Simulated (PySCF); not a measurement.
Compound: (GeH3)2PPF2, F₂Ge₂H₆P₂.
Atom-mapped SMILES: `[F:1][P:2]([F:3])[P:4]([GeH3:5])[GeH3:6]` (hydrogens: H7, H8, H9 on Ge5; H10, H11, H12 on Ge6)

Theory: PBE0-D3(BJ)/def2-SVP geometry optimisation, gas phase in PySCF.

Entries marked ? are missing. Bonds in one row agree within 0.01 Å.

```tsv
coordinate	value
F1–P2, P2–F3	?
P2–P4	?
P4–Ge5, P4–Ge6	?
Ge5–H7 and 5 like bonds	1.538 Å
F1–P2–F3	?
F1–P2–P4	?
F3–P2–P4	?
P2–P4–Ge5	?
P2–P4–Ge6	?
Ge5–P4–Ge6	97.0°
```

Fill in the missing values.

- F1–P2, P2–F3 = 1.617 Å, drawn single (phosphorus-bound fluorine to three-coordinate phosphorus); 0.02 Å below the sum of covalent radii, 1.64 Å.
- P2–P4 = 2.232 Å, drawn single (both ends three-coordinate phosphorus); 0.09 Å above the sum of covalent radii, 2.14 Å.
- P4–Ge5, P4–Ge6 = 2.334 Å, drawn single (ends: three-coordinate phosphorus; germanium bonded to P and 3 H); 0.06 Å above the sum of covalent radii, 2.27 Å.
- F1–P2–F3 = 98.4°, at the three-coordinate phosphorus; the outer atoms are 2.448 Å apart.
- F1–P2–P4 = 98.2°, at the three-coordinate phosphorus; the outer atoms are 2.934 Å apart.
- F3–P2–P4 = 96.1°, at the three-coordinate phosphorus; the outer atoms are 2.894 Å apart.
- P2–P4–Ge5 = 91.9°, at the three-coordinate phosphorus; the outer atoms are 3.283 Å apart.
- P2–P4–Ge6 = 94.9°, at the three-coordinate phosphorus; the outer atoms are 3.364 Å apart.

Radii are Cordero's.

No PBE0-D3(BJ)/def2-SVP frequencies stand behind this structure, so it isn't proved a minimum. The numbers are those of one conformer (F1–P2–P4–Ge5 169°).
